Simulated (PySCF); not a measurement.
## Simulated absorption spectrum

Species: C4H7N3SSi.
Bonds: C1–C2, C2–N3 (aromatic), N3–C4 (aromatic), C4–N5 (aromatic), N5–N6 (aromatic), N6–C7 (aromatic), C7–S8, S8–Si9, C2–C7 (aromatic). Hydrogens: H10, H11, H12 on C1; H13 on C4; H14, H15, H16 on Si9.

Theory: TDDFT wB97X-D/def2-SVPD, vertical, gas phase, core orbitals frozen in the response (PySCF 2.14.0, density-fitted response routines). The structure is a single GFN2-xTB conformer in the gas phase; no vibrational or solvent corrections. Torsions of this conformer, `[CH3:1][c:2]1[n:3][cH:4][n:5][n:6][c:7]1[S:8][SiH3:9]`: N6–C7–S8–Si9 0°.

Each state is given a Gaussian of 0.25 eV full width at half maximum, with ε(max) = 2.175×10⁸ f / Δν̃ (Δν̃ the width in cm⁻¹). The width is an assumption, not a result. The curve ends short of the highest state used, and states not computed would add to its high-energy end.

(E (eV), ε (L mol⁻¹ cm⁻¹)): (3.21, 1), (3.28, 8), (3.36, 53), (3.43, 171), (3.50, 354), (3.58, 478), (3.65, 390), (3.73, 181), (3.80, 58), (3.87, 12), (3.95, 3), (4.02, 19), (4.10, 185), (4.17, 855), (4.24, 2559), (4.32, 5260), (4.39, 6204), (4.47, 4402), (4.54, 2048), (4.61, 618), (4.69, 93), (4.76, 11), (4.84, 1), (4.91, 0), (4.98, 6), (5.06, 97), (5.13, 706), (5.21, 4016), (5.28, 11531), (5.36, 22604), (5.43, 25568), (5.50, 18726), (5.58, 7708), (5.65, 2249), (5.73, 436), (5.80, 329)

(1) Locate the maxima and give the states behind the curve.

(2) Does any computed singlet lie in the visible range?

(3) On this curve, what absorbance would a 10⁻³ mol/L sample give at 280 nm over a 1 cm path?

(4) Coming from long wavelengths, where does ε first pass 100 L mol⁻¹ cm⁻¹?

## Answers

(1) 346 nm (3.58 eV), ε about 480, made up of S1 (100%); 283 nm (4.38 eV), ε about 6200, made up of S2 (100%); 229 nm (5.42 eV), ε about 26000, made up of S4 (100%) (ε in L mol⁻¹ cm⁻¹; maxima over ε = 5, shares over 10%). At its high-energy end, 5.80 eV, the curve is still rising (ε about 330, from S4 and S7). The states used: S1 3.58 eV (f 0.0044); S2 4.38 eV (f 0.058); S3 4.49 eV (f 0.0001); S4 5.41 eV (f 0.239); S5 5.45 eV (f 0.0003); S6 5.87 eV (f 0.0000); S7 5.91 eV (f 0.0045); S8 6.40 eV (f 0.0003).

(2) No computed singlet lies in the visible range (380 to 750 nm); the lowest, at 346 nm, stands 0.32 eV above its violet end (3.26 eV); a Tamm–Dancoff triplet lies at 412 nm, without intensity as long as spin–orbit coupling is left out.

(3) 280 nm is 4.428 eV, where ε is about 5700 L mol⁻¹ cm⁻¹, so A = ε c l ≈ 5.7 (Beer–Lambert, with the gas-phase spectrum and the assumed width).

(4) At about 365 nm (3.40 eV), 0.19 eV below S1.
